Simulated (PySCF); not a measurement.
Structure problem from calculated spectra and properties.

Elements present: C, H, N, P and Si. Monoisotopic mass: 161.0246 u.

- Rotational structure: rotational constants A, B, C: 1.795, 0.747, 0.706 GHz [GFN2-xTB]
- NMR, other nuclei: isotropic shieldings of nuclei other than C and H, by class: 249 (1 N), 358 (1 Si), 377 (1 Si), 633 (1 P) ppm [GIAO PBE0/pcSseg-1]
- Dipole: 2.07 D [PBE0/pcSseg-1]
- 1H NMR: chemical shifts (computed TMS as zero) by class: 7.27 (1 H), 6.04 (1 H), 5.55 (1 H), 4.76 (1 H), 4.47 (1 H), 2.98 (1 H), 2.88 (1 H), 0.94 (1 H), 0.82 (2 H), 0.23 (2 H) ppm [GIAO PBE0/pcSseg-1]
- 13C NMR: chemical shifts (computed TMS as zero) by class: 165.9 (1 C), 129.0 (1 C), 40.5 (1 C), 10.0 (1 C) ppm [GIAO PBE0/pcSseg-1]

The electronic properties come from PySCF, for the isolated species, density fitting. Levels stand in brackets. The structure is a single GFN2-xTB conformer in the gas phase; no vibrational or solvent corrections. Each NMR value is the plain mean over a class of atoms that symmetry, rotation or inversion makes alike.

Task: Which formula fits the mass and the elements?

Result: C4H12NPSi2 (calculated 161.0246). No other formula that holds each of these elements comes within 0.0003 u with a fitting electron parity and a possible valence count.

Task: Give a SMILES that accounts for the data.

Result: Numbering: `[NH2:1][Si@@H:2]([PH2:3])[C@@H:4]1[CH2:5][CH:6]=[CH:7][SiH2:8]1`. 4 carbons fall into 4 classes; from least to most shielded: alkene CH carbon [C6] (165.9 ppm), alkene CH carbon [C7] (129.0 ppm), allylic carbon [C5] (40.5 ppm), ring sp3 carbon bound to silicon [C4] (10.0 ppm). Hydrogen classes from least to most shielded: 1 H on an alkene CH carbon, C6 (7.27 ppm), 1 H on an alkene CH carbon, C7 (6.04 ppm), 1 H on an SiH silicon, Si2 (5.55 ppm), 1 H on an SiH2 silicon, Si8 (4.76 ppm), 1 H on an SiH2 silicon, Si8 (4.47 ppm), 1 H on an allylic carbon, C5 (2.98 ppm), 1 H on an allylic carbon, C5 (2.88 ppm), 1 H on an sp3 carbon bound to silicon, C4 (0.94 ppm), 2 H on a three-coordinate phosphorus, P3 (0.82 ppm), 2 H on a silicon-bound nitrogen, N1 (0.23 ppm). The other shieldings belong to: 249 ppm, silicon-bound nitrogen [N1]; 358 ppm, SiH silicon [Si2]; 377 ppm, SiH2 silicon [Si8]; 633 ppm, three-coordinate phosphorus [P3]. The optimised geometry has point group C1 and is an asymmetric top. Structure: `N[Si@@H](P)[C@@H]1CC=C[SiH2]1`. Computed isomers that give other values at the same levels: `P[SiH2]N[C@@H]1C=CC[SiH2]1` (13C chemical shifts (computed TMS as zero) by class: 144.7 (1 C), 137.2 (1 C), 50.8 (1 C), 16.1 (1 C) ppm); `CN(C)[SiH2]C#C[SiH2]P` (13C chemical shifts (computed TMS as zero) by class: 121.6 (1 C), 115.4 (1 C), 40.7 (2 C) ppm); `N[Si@@H](P)[C@H]1CC=C[SiH2]1` (1H chemical shifts (computed TMS as zero) by class: 7.31 (1 H), 6.02 (1 H), 5.99 (1 H), 4.86 (1 H), 4.62 (1 H), 3.19 (1 H), 2.79 (1 H), 0.93 (2 H), 0.43 (1 H), 0.29 (2 H) ppm). The assignments are read from this structure; whether some other isomer fits the data as well wasn't checked. The mirror image fits equally.
